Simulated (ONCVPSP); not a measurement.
What one change does to a pseudopotential (Co, ONCV)

ONCVPSP 4.0.1 input, shortened (lines: element, Z, core and valence counts, functional; n l f; lmax; l rc ep ncon nbas qcut; lloc lpopt rc5 dvloc0; l nproj debl; icmod fcfact rcfact), LDA (Perdew-Zunger), scalar-relativistic:

```
  Co 27.00    4    3        3      upf
    1    0    2.00
    2    0    2.00
    2    1    6.00
    3    0    2.00
    3    1    6.00
    3    2    7.00
    4    0    0.50
    2
    0    2.30    0.00    4    8    3.10
    1    0.95    0.00    4    9   15.10
    2    0.85    0.00    5    8   10.90
    4    3    0.85   -1.00
    0    3    3.80
    1    1    2.30
    2    3    2.40
    3    5.00    1.45
```

All-electron outer shells of the reference configuration (LDA (Perdew-Zunger), scalar-relativistic, ld1.x):

```json
{"shell": "3s", "level (eV)": "-115.76", "outermost node (bohr)": "0.31", "outermost maximum (bohr)": "0.67"}
{"shell": "3p", "level (eV)": "-79.41", "outermost node (bohr)": "0.28", "outermost maximum (bohr)": "0.68"}
{"shell": "3d", "level (eV)": "-22.21", "outermost node (bohr)": "–", "outermost maximum (bohr)": "0.66"}
{"shell": "4s", "level (eV)": "-17.08", "outermost node (bohr)": "0.96", "outermost maximum (bohr)": "2.13"}
```

Change: local potential polynomial inside 0.55 bohr (lpopt 5, dvloc0 0 Ha).

Cutoffs: the cutoffs (Ha) at which the residual kinetic energy of the hardest occupied pseudo-wave falls to 1 and 0.1 mHa per electron; they do not see the model core or the augmentation charge, which bear on the density cutoff. Errors are all-electron minus pseudo energies relative to the spin-unpolarised reference configuration.

Problem. What does the change do?

Solution. The potential gets neither clearly harder nor softer (297 Ha and 332 Ha → 297 Ha and 332 Ha); the bound ghosts move from d to d, s; the errors of the 4 common tests hardly move; the range in which the s phases agree widens (upper end 2.6 → at the end of the scan). In the separable form a ghost depends on how the local part lies against the semilocal potential of the channel, so the choice of the local part can create or remove one.

```tsv
quantity	base	changed
cutoff, loose	297 Ha	297 Ha
cutoff, tight	332 Ha	332 Ha
bound ghosts	d	s, d
GHOST(+) flags under 300 eV	s at 74.8 eV	s at 279.8 eV
error for 3p6 3d7 4s2, meV [ΔE -16.83 eV]	-15	-15
error for 3p6 3d7 4s1, meV [ΔE -7.53 eV]	-2.1	-2.1
error for 3p6 3d7 4s0, meV [ΔE 9.55 eV]	-4.9	-4.9
error for 3p6 3d6 4s2, meV [ΔE -1.37 eV]	-131	-131
s: phases at 2.33 bohr within 0.05 rad from the reference energy up to (Ha; the scan ends near 5)	2.6	to the end of the scan
p: phases at 0.96 bohr within 0.05 rad from the reference energy up to (Ha; the scan ends near 5)	to the end of the scan	4.6
d: phases at 0.86 bohr within 0.05 rad from the reference energy up to (Ha; the scan ends near 5)	to the end of the scan	to the end of the scan
rms error of d²Exc/dni dnj with the model core, mHa	2.44	2.44
```

 A true bound ghost makes a file unfit for plane-wave use even where its test errors are small: the radial tests pick states by their node count and pass the ghost by.
